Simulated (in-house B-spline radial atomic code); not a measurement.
# RPA and G0W0 on CAM-B3LYP: Tl⁺

Configuration [Xe] 4f14 5d10 6s2, mean-field start CAM-B3LYP. Computed with a B-spline radial code for spherical atoms: all electrons, scalar-relativistic (spin-free one-electron X2C), finite nucleus, each spin shell either full or empty, empty states to l = 9 with an (l + 1/2)⁻⁴ tail; G0W0 by contour deformation at full frequency.

Without the two-electron picture change, the correlation of inner shells comes somewhat too large for so heavy an element.

Command:
```bash
python run_gw.py task.json out
```
Settings (radii: box in bohr, nucleus in fm):
```
Z                        81
electrons                80
configuration            [Xe] 4f14 5d10 6s2
hamiltonian              x2c
method                   camb3lyp
lmax                     9
rms_radius               5.4759
spin_polarised           False
box_radius               23.78
intervals                70
ion_configuration        [Xe] 4f14 5d10 6s1
```

Time taken, with all properties: 18 s on 1 thread of Arm Neoverse V2, with other jobs on the host.

Energies (hartree):

```json
{"term": "mean-field total", "value": "-20250.63702"}
{"term": "Hartree-Fock functional on these orbitals", "value": "-20243.55141"}
{"term": "direct second order", "value": "-8.1071"}
{"term": "second-order exchange", "value": "2.0027"}
{"term": "SOSEX correction", "value": "1.8789"}
```

Question: What is the RPA correlation energy, and what remains with SOSEX?

Answer: RPA gives -7.0963 hartree (-2.41 eV per electron); RPA + SOSEX gives -5.2174, and the second-order doubles -6.1043 hartree (no singles). SOSEX takes back 26 % of the RPA value.

Quasi-particle levels (eV):

| level | occupied | mean field | Σx - vxc | Σc | QP weight | G0W0 |
| --- | --- | --- | --- | --- | --- | --- |
| 6s | yes | -18.537 | -0.34 | ? | ? | ? |
| 5d | yes | -26.229 | -4.03 | 0.40 | 0.913 | -29.857 |
| 6p | no | -6.653 | 2.03 | -0.94 | 0.966 | -5.561 |

G0W0 = mean field + (Σx - vxc) + Σc, with Σc (partial-wave tail included) taken at the quasi-particle energy. Only the outer levels were computed. Levels of low weight are left out.

Question: Where does G0W0 put 6s?

Answer: At -20.779 eV, with Σc = -1.90 eV and a quasi-particle weight of 0.951. The tabulated removal energy is 20.428 eV (NIST, measured); the calculation leaves out spin-orbit coupling, Breit and QED terms, and what these don't explain is the method's own error.

Question: What does it cost to remove one electron (to [Xe] 4f14 5d10 6s1) by differences of total energies, each species on its own start (correlation terms add to the Hartree-Fock functional)?

Answer: CAM-B3LYP 20.366 eV, Hartree-Fock functional 18.349 eV, + RPA 20.533 eV, + RPA + SOSEX 20.035 eV, + second order 21.398 eV. Tabulated: 20.428 eV (NIST, measured); the calculation leaves out spin-orbit coupling, Breit and QED terms, and what these don't explain is the method's own error.
